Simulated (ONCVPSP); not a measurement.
**What the settings do to the ONCV potential of molybdenum**

Base potential:

```
Element                 : molybdenum (Mo)
Generator               : ONCVPSP 4.0.1
Type                    : optimised norm-conserving Vanderbilt (ONCV)
Functional              : PBE
Relativity              : fully relativistic
Frozen core             : [Ar] 3d10
Valence charge          : 14
Reference configuration : 4s2 4p6 4d5 5s1
Partial waves           : 4s+5s: rc 1.65 bohr, ncon 4, nbas 7, qcut 7.4 1/bohr, 2 projectors; 4p: rc 1.45 bohr, ncon 4, nbas 8, qcut 7.5 1/bohr, 2 projectors, debl 1.4 Ha; 4d: rc 2.30 bohr, ncon 4, nbas 9, qcut 7.6 1/bohr, 2 projectors, debl 3.1 Ha
Local potential         : polynomial inside 1.30 bohr (lpopt 1, dvloc0 0 Ha)
Core correction         : Teter function, fcfact 5.25, rcfact 1.3
```

Open shells are filled in proportion to 2j + 1.

All-electron outer shells of the reference configuration (PBE, scalar-relativistic, ld1.x):

| shell | level (eV) | outermost node (bohr) | outermost maximum (bohr) |
| --- | --- | --- | --- |
| 3d | -220.98 | – | 0.32 |
| 4s | -64.35 | 0.51 | 0.99 |
| 4p | -38.49 | 0.52 | 1.08 |
| 5s | -4.09 | 1.34 | 2.93 |
| 4d | -3.75 | 0.53 | 1.38 |

Cutoffs, loose and tight: the cutoffs (Ha) at which the residual kinetic energy of the hardest occupied pseudo-wave falls to 1 and 0.1 mHa per electron. They do not see the model core or the augmentation charge, which bear on the density cutoff. Test errors are all-electron minus pseudo excitation energies from the reference, over the configurations 4s2 4p6 4d5 5s0; 4s2 4p6 4d4 5s0; 4s2 4p6 4d3 5s0; 4s2 4p6 4d4 5s2. A dash means not determined; rows that change the core or the reference have their own tests.

| change | outcome | cutoff, loose | cutoff, tight | bound ghosts | GHOST(+) flags above zero | largest test error (meV) |
| --- | --- | --- | --- | --- | --- | --- |
| base | generated | 22 Ha | 29 Ha | none | none | +13 |
| s: qcut 5.2; p: qcut 5.2; d: qcut 5.3 | generated | 29 Ha | 92 Ha | none | d5/2, d3/2 | +46 |
| s: qcut 6; p: qcut 6.1; d: qcut 6.2 | generated | 19 Ha | 87 Ha | none | s | +27 |
| s: qcut 7.5; p: qcut 7.6; d: qcut 7.7 | generated | 23 Ha | 29 Ha | none | none | +12 |
| s: qcut 9; p: qcut 9.1; d: qcut 9.2 | generated | 29 Ha | 34 Ha | none | s | +5.9 |
| s: qcut 9.5; p: qcut 9.6; d: qcut 9.8 | generated | 30 Ha | 36 Ha | none | none | +14 |
| s: qcut 10.9; p: qcut 11; d: qcut 11.1 | failed: ERROR pspot: first pseudo wave function has node, program will stop | – | – | – | – | – |

What comes out with this change to the base: s: qcut 6.9; p: qcut 7; d: qcut 7.1?

outcome: generated; cutoff, loose: 21 Ha; cutoff, tight: 53 Ha; bound ghosts: none; GHOST(+) flags above zero: none; largest test error (meV): +16.
